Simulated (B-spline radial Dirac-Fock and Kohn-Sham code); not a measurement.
# Binding energies of Lu²²⁺ at several levels of theory

System: the Lu²²⁺ ion, configuration [Kr] 4d10 4f3.

The density-functional columns are spherical, spin-unpolarised Dirac-Kohn-Sham results without Breit or QED terms: −ε is minus the orbital energy of the initial state and ΔSCF the difference of two total energies. The reference in the last column comes from relaxed Dirac-Fock hole states (ΔSCF) with Breit and QED corrections and a finite nucleus. All numbers are from a B-spline atomic structure program, in eV; a selection of levels is shown. The Kohn-Sham columns are given as differences from the reference. For the 1s level of heavy atoms much of the gap between ΔSCF and the reference is the Breit and QED part, -304.3 eV here; for other levels the error of the functional can be larger.

```tsv
level	LDA −ε − DF	LDA ΔSCF − DF	Dirac-Fock
1s	-249.1	+291.2	63982.3
2s	-172.6	-60.7	11554.6
2p1/2	-128.1	+10.6	11025.7
2p3/2	-139.8	-16.7	9921.7
3s	-94.8	-51.2	3180.0
3p1/2	-77.9	-32.2	2948.4
3p3/2	-76.8	-33.8	2708.6
3d3/2	-55.6	-6.9	2321.2
3d5/2	-56.6	-8.9	2270.1
4s	-48.1	-24.9	1142.5
4p1/2	-39.5	-16.3	1044.9
4p3/2	-39.3	-17.1	983.2
4d3/2	-23.8	-1.7	819.9
4d5/2	-24.0	-2.2	807.9
4f	-19.6	+2.6	618.6
```

Values without a named source are computed, but for edge energies of neutral atoms, which are taken from tables.
